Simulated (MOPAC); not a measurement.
A run for MOPAC: AM1 on CH5Cl (a complex).

```
AM1 1SCF PRECISE CHARGE=0 THREADS=1
CH5Cl

C     -0.26932197 1     1.08040423 1    -0.42773151 1
Cl    -0.15216577 1    -0.70344389 1    -0.26954953 1
H     -1.19973286 1     1.31737333 1    -0.93468570 1
H     -0.25586036 1     1.51169137 1     0.56865453 1
H      0.58093530 1     1.42792704 1    -1.00660750 1
H     -0.09568005 1     0.40653908 1     3.24897988 1
H     -0.08861366 1    -0.04939427 1     2.65979387 1
```

Output:

```
*******************************************************************************
 **                                                                           **
 **                              MOPAC v23.2.5                                **
 **                                                                           **
 *******************************************************************************
 ** MOPAC's Digital Object Identifier: https://doi.org/10.5281/zenodo.6511958 **
 **                                                                           **
 ** Please cite the open-source release paper for use of this MOPAC version:  **
 ** J. E. Moussa and J. J. P. Stewart (2026)                                  **
 ** MOPAC: An open-source semiempirical molecular orbital program             **
 ** J. Open Source Softw., 11(119), 8025, https://doi.org/10.21105/joss.08025 **
 *******************************************************************************

                              AM1 CALCULATION RESULTS

 *******************************************************************************
 *  AM1        - The AM1 Hamiltonian to be used
 *
 *
 *
 *                 CHARGE ON SYSTEM = 0
 *
 *
 *
 *  PRECISE    - TIGHTER CRITERIA TO BE USED
 *  1SCF       - DO 1 SCF AND THEN STOP
 *  THREADS=1  - MULTI-THREADING NOT USED
 *  T=         - A TIME OF 172800.0 SECONDS REQUESTED
 *  DUMP=N     - RESTART FILE WRITTEN EVERY 7200.0 SECONDS REQUESTED
 *******************************************************************************
AM1 1SCF PRECISE CHARGE=0 THREADS=1
 CH5Cl

   ATOM   CHEMICAL          X               Y               Z
  NUMBER   SYMBOL      (ANGSTROMS)     (ANGSTROMS)     (ANGSTROMS)

     1       C         -0.26932197  *   1.08040423  *  -0.42773151  *
     2      Cl         -0.15216577  *  -0.70344389  *  -0.26954953  *
     3       H         -1.19973286  *   1.31737333  *  -0.93468570  *
     4       H         -0.25586036  *   1.51169137  *   0.56865453  *
     5       H          0.58093530  *   1.42792704  *  -1.00660750  *
     6       H         -0.09568005  *   0.40653908  *   3.24897988  *
     7       H         -0.08861366  *  -0.04939427  *   2.65979387  *



          CARTESIAN COORDINATES

    NO.       ATOM           X           Y           Z

     1         C         -0.2693      1.0804     -0.4277
     2        Cl         -0.1522     -0.7034     -0.2695
     3         H         -1.1997      1.3174     -0.9347
     4         H         -0.2559      1.5117      0.5687
     5         H          0.5809      1.4279     -1.0066
     6         H         -0.0957      0.4065      3.2490
     7         H         -0.0886     -0.0494      2.6598

  H: (AM1): M.J.S. DEWAR ET AL, J. AM. CHEM. SOC. 107 3902-3909 (1985)
  C: (AM1): M.J.S. DEWAR ET AL, J. AM. CHEM. SOC. 107 3902-3909 (1985)
 Cl: (AM1): M.J.S. DEWAR AND E. G. ZOEBISCH, THEOCHEM, 180, 1 (1988).

           Empirical Formula: C H5 Cl  =     7 atoms



      MOLECULAR POINT GROUP   :   Cs


      RHF CALCULATION, NO. OF DOUBLY OCCUPIED LEVELS = 8


 -------------------------------------------------------------------------------
 AM1 1SCF PRECISE CHARGE=0 THREADS=1
 CH5Cl



     1SCF WAS SPECIFIED, SO BFGS WAS NOT USED
     SCF FIELD WAS ACHIEVED


                              AM1 CALCULATION
                                                       MOPAC v23.2.5 Linux




          FINAL HEAT OF FORMATION =        -20.99847 KCAL/MOL =     -87.85761 KJ/MOL


          COSMO AREA              =         97.13 SQUARE ANGSTROMS
          COSMO VOLUME            =         75.48 CUBIC ANGSTROMS

          IONIZATION POTENTIAL    =         11.428444 EV
          HOMO LUMO ENERGIES (EV) =        -11.428  1.323
          NO. OF FILLED LEVELS    =          8
          MOLECULAR WEIGHT        =         52.5035         POINT GROUP:  Cs

          MOLECULAR DIMENSIONS (Angstroms)

            Atom       Atom       Distance
            H     6    H     5     4.42844
           Cl     2    H     4     2.35028
            H     3    H     6     1.74682


          SCF CALCULATIONS        =          1





   ATOM   CHEMICAL          X               Y               Z
  NUMBER   SYMBOL      (ANGSTROMS)     (ANGSTROMS)     (ANGSTROMS)

     1       C         -0.26932197  *   1.08040423  *  -0.42773151  *
     2      Cl         -0.15216577  *  -0.70344389  *  -0.26954953  *
     3       H         -1.19973286  *   1.31737333  *  -0.93468570  *
     4       H         -0.25586036  *   1.51169137  *   0.56865453  *
     5       H          0.58093530  *   1.42792704  *  -1.00660750  *
     6       H         -0.09568005  *   0.40653908  *   3.24897988  *
     7       H         -0.08861366  *  -0.04939427  *   2.65979387  *

                             CARTESIAN COORDINATES

   1    C       -0.269321970     1.080404230    -0.427731510
   2   Cl       -0.152165770    -0.703443890    -0.269549530
   3    H       -1.199732860     1.317373330    -0.934685700
   4    H       -0.255860360     1.511691370     0.568654530
   5    H        0.580935300     1.427927040    -1.006607500
   6    H       -0.095680050     0.406539080     3.248979880
   7    H       -0.088613660    -0.049394270     2.659793870


           Empirical Formula: C H5 Cl  =     7 atoms



      MOLECULAR POINT GROUP   :   Cs


                  EIGENVALUES
 -36.97888 -29.14999 -15.31155 -15.12953 -14.69994 -14.26359 -11.43594 -11.42844
   1.32342   3.93223   3.93300   4.31477   4.62527


              NET ATOMIC CHARGES AND DIPOLE CONTRIBUTIONS

  ATOM NO.   TYPE          CHARGE      No. of ELECS.   s-Pop       p-Pop
    1          C          -0.155210        4.1552     1.24053     2.91468
    2         Cl          -0.136761        7.1368     1.98699     5.14977
    3          H           0.097199        0.9028     0.90280
    4          H           0.097690        0.9023     0.90231
    5          H           0.097199        0.9028     0.90280
    6          H          -0.008363        1.0084     1.00836
    7          H           0.008247        0.9918     0.99175
 DIPOLE           X         Y         Z       TOTAL
 POINT-CHG.    -0.108     1.629    -0.169     1.642
 HYBRID        -0.002     0.029    -0.004     0.029
 SUM           -0.110     1.658    -0.173     1.670


          ATOMIC ORBITAL ELECTRON POPULATIONS

     Atom    s        px        py        pz
    1  C   1.24053   1.04102   0.83285   1.04080
    2 Cl   1.98699   1.99014   1.17289   1.98674
    3  H   0.90280
    4  H   0.90231
    5  H   0.90280
    6  H   1.00836
    7  H   0.99175

 **********************
 *                    *
 * JOB ENDED NORMALLY *
 *                    *
 **********************




 == MOPAC DONE ==
```

The run finished.

Cost: roughly 0.03 core-seconds.
